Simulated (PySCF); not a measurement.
PtO₂, SMILES [O]=[Pt]=[O] (connectivity only; charge and spin as stated), neutral, multiplicity 3. Geometry: PBE-D3(BJ)/def2-TZVP. The multiplicity is an assumed one; other spin states were not compared. The def2 effective core potentials stand for the cores of Pt; spin–orbit coupling is left out.

Computed with PBE-D3(BJ)/def2-TZVP (PySCF 2.14.0).

Harmonic wavenumbers (cm⁻¹): 149, 856, 863. Rotational constants (GHz): 49.69, 5.839, 5.225; symmetry number 2.

Work out the zero-point energy and the ideal-gas rigid-rotor harmonic-oscillator thermochemistry at 298.15 K and 1 atm.

ZPE = ½ Σ hcν = ½ × 1867 cm⁻¹ = 2.67 kcal/mol. H − E(el) = 5.52 kcal/mol. Entropy in cal/(mol K): translation 42.16, rotation 21.50, vibration 3.02, spin 2.18, total 68.86. G − E(el) = -15.01 kcal/mol. Cp = 10.97 cal/(mol K). Modes under 150 cm⁻¹ make the vibrational entropy uncertain.
